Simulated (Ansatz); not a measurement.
Dissociation curve of SMILES B (H3B), singlet. The B1–H4 bond (B1 also carries H, H; H4 carries nothing else) is stretched with both fragments frozen at the PBE0/def2-TZVP optimised geometry.

Level of theory: Ansatz (a first-principles code) with full CI/def2-SVP, frozen core.

Task: Relative to R = 1.19 Å, what are the energies at R = 1.31, 1.59, 3.17, 3.62 Å?

Result: 4.1 mEh at 1.31 Å, 37.3 mEh at 1.59 Å, 165.3 mEh at 3.17 Å, 169.7 mEh at 3.62 Å.
